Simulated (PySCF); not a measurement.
**Electron correlation in Ni¹²⁺ (nickel, charge +12)**

[Ne] 3s2 3p4, high-spin 3P determinant. All numbers are calculated (PySCF 2.14, no relativity, point nucleus, in an even-tempered Gaussian basis (17 s from 0.59 bohr⁻², ratio 2.5; 12 p from 0.76 bohr⁻², ratio 2.5; 5 d from 5.6 bohr⁻², ratio 2.7; 4 f from 8.4 bohr⁻², ratio 2.7)). Frozen: 1s2; 14 electrons correlated; the 20 highest virtual orbitals of each spin left out.

```json
{"level": "CCSD", "correlation energy (mhartree)": "-531.00"}
{"level": "(T)", "correlation energy (mhartree)": "-3.25"}
{"level": "CCSD(T)", "correlation energy (mhartree)": "-534.25"}
```

Diagnostics: T1 = 0.0024, D1 = 0.0104, largest double amplitude 0.035.

Problem. Is a single reference adequate?

Solution. Yes, within this model without spin-orbit coupling: T1 lies below 0.03 and no double amplitude reaches 0.07.
